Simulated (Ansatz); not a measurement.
Reaction (substitution at a C–S bond): `CCSc1ccccc1` + CH₃SH → `CSc1ccccc1` + `CCS`

Program: Ansatz. Geometries: PBE0-D4/def2-TZVP. ΔE: electronic, gas phase. CCSD(T)/CBS adds triple-zeta CCSD(T) − MP2 to the extrapolated MP2 energy (def2 sets, frozen cores). This one scheme is used for every species. DFT in def2-TZVPP. One conformer a species, not always the lowest.

```csv
level,ΔE (kJ/mol)
ωB97X-V,-2.1
CCSD/CBS(def2),-2.4
```

Question: What does CCSD(T)/CBS give? (An estimate is asked.)

Answer: The calculation gave: -1.6 kJ/mol. The listed levels differ from it by -0.5, -0.8 kJ/mol.

Largest T1 diagnostic among the species: 0.011.

The D4 term adds +3.7 kJ/mol with B3LYP and +2.4 kJ/mol with PBE0; it sums over pairs of atoms, weighted by their polarisabilities, and B3LYP, whose exchange is more repulsive, gets the larger term. In def2-TZVPP, CCSD(T) changes the Hartree–Fock value by +4.4 kJ/mol (the triples alone add +0.8 kJ/mol) and MP2 by +5.2 kJ/mol.

B3LYP here is the variant with VWN-RPA as its local correlation; programs differ in this.
